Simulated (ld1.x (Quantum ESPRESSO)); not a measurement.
# An all-electron radial function and its pseudo partner (antimony)

Columns: radius, all-electron u(r) and pseudo u(r) of the 5s shell (level -29.51 eV) of antimony in the configuration [Kr] 4d10 5s2 5p1; PBEsol, scalar-relativistic, TM scheme, ld1.x (Quantum ESPRESSO) 7.5.

| r (bohr) | all-electron | pseudo |
| --- | --- | --- |
| 0.121 | -0.0840 | 0.0273 |
| 0.242 | 0.2662 | 0.0561 |
| 0.363 | 0.0451 | 0.0880 |
| 0.484 | -0.2729 | 0.1245 |
| 0.605 | -0.4059 | 0.1674 |
| 0.726 | -0.3471 | 0.2185 |
| 0.847 | -0.1740 | 0.2790 |
| 0.968 | 0.0409 | 0.3494 |
| 1.089 | 0.2510 | 0.4287 |
| 1.210 | 0.4326 | 0.5135 |
| 1.331 | 0.5764 | 0.5985 |
| 1.452 | 0.6817 | 0.6763 |
| 1.573 | 0.7517 | 0.7394 |
| 1.694 | 0.7915 | 0.7820 |
| 1.815 | 0.8064 | 0.8018 |
| 1.936 | 0.8017 | 0.8003 |
| 2.057 | 0.7819 | 0.7817 |
| 2.178 | 0.7508 | 0.7508 |
| 2.299 | 0.7120 | 0.7120 |
| 2.420 | 0.6679 | 0.6679 |
| 2.541 | 0.6209 | 0.6209 |
| 2.662 | 0.5727 | 0.5727 |
| 2.783 | 0.5245 | 0.5245 |
| 2.904 | 0.4776 | 0.4776 |
| 3.025 | 0.4325 | 0.4325 |
| 3.146 | 0.3899 | 0.3899 |

Q: How many radial nodes do the two functions have?

A: The all-electron 5s function has n − l − 1 = 4 (the table is too coarse to show those close to the nucleus); the pseudo-wave has 0, since the states of the same l below it are removed with the core.

Q: At about which radius was the pseudo-wave matched?

A: 2.24 bohr. The columns agree to 0.0005 from 2.06 bohr on; several derivatives are matched, so the curves merge somewhat inside the radius.

Q: Is the pseudo-wave norm-conserving?

A: Yes: the TM scheme keeps the norm inside the radius equal to the all-electron one, which fixes the energy derivative of the logarithmic derivative at the level.
